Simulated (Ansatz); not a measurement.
Consider the substitution at a C–B bond: `CBN` + `[OH][In]([F])[F]` → `C[O][In]([F])[F]` + `BN`.

Calculated with Ansatz (gas phase, PBE0-D4/def2-TZVP geometries, no zero-point term in ΔE). CCSD(T)/CBS is the MP2 limit (def2-TZVPP, def2-QZVPP) plus CCSD(T) − MP2 in def2-TZVPP, frozen cores. This one scheme is used for every species. Functionals use def2-TZVPP. def2 core potentials past Kr. For In outer-core shells are correlated without core-valence functions, which leaves a few kJ/mol of doubt a bond. Each species was taken in one conformer, which may not be the lowest.

`CBN`:

Z-matrix (Å, degrees):
```
C
B 1 1.568
H 1 1.095 2 110.4
H 1 1.096 2 110.3 3 116.2
H 1 1.094 2 114.3 3 -121.9
N 2 1.392 1 122.0 3 122.1
H 2 1.202 1 121.0 3 -57.9
H 6 1.005 2 123.2 1 180.0
H 6 1.007 2 123.1 1 -0.0
```

`[OH][In]([F])[F]`:

```xyz
5

O     0.348    1.476   -0.173
In    0.020   -0.451   -0.161
F     0.640   -1.638   -1.539
F    -0.970   -1.288    1.275
H    -0.039    1.901    0.598
```

`C[O][In]([F])[F]`:

Z-matrix (Å, degrees):
```
C
O 1 1.414
H 1 1.096 2 112.6
H 1 1.094 2 107.1 3 -118.6
H 1 1.096 2 112.6 3 122.7
In 2 1.954 1 121.6 3 -61.3
F 6 1.924 2 123.3 1 180.0
F 6 1.936 2 121.6 1 -0.0
```

`BN`:

Cartesian coordinates in Å:
```
B -0.542 0.097 -0.403
N 0.558 -0.100 0.415
H -0.386 0.125 -1.590
H -1.621 0.235 0.098
H 0.500 -0.134 1.418
H 1.492 -0.222 0.062
```

| level | ΔE (kJ/mol) |
| --- | --- |
| BLYP-D4 | 97.9 |
| r2SCANh-D4 | 110.0 |
| CCSD/def2-SVP | 93.0 |
| HF/CBS(def2) | 96.0 |

Task: What does CCSD(T)/CBS give? (Best estimate.)

Result: Computed: +108.5 kJ/mol. The listed levels differ from it by -10.6, 1.5, -15.5, -12.5 kJ/mol.

Largest T1 diagnostic among the species: 0.018.

Leaving LDA and LC-ωPBE aside and taking each functional with its dispersion term where it has one, the values, not all of them listed here, spread over 13.7 kJ/mol, from BLYP-D4 to B97M-V. LDA lies +5.6 kJ/mol from PBE without D4. From BLYP to BHLYP (50 % exact exchange), in def2-TZVPP and without D4, ΔE moves by +5.4 kJ/mol.
